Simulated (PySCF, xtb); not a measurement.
BF₂I, SMILES FB(F)I.

Harmonic wavenumbers (cm⁻¹) from GFN2-xTB (xtb) at its own minimum, in rising order: 250, 304, 434, 579, 1179, 1348.

### Question
What does PBE0-D3(BJ)/def2-SVP (PySCF 2.14.0) give at its own minimum? (An estimate is asked for; the answer gives what the named calculation found.)

### Answer
262, 310, 534, 611, 1215, 1478. Paired by order, the mean absolute difference is 53 cm⁻¹ and the zero-point energies are 5.9 and 6.3 kcal/mol.
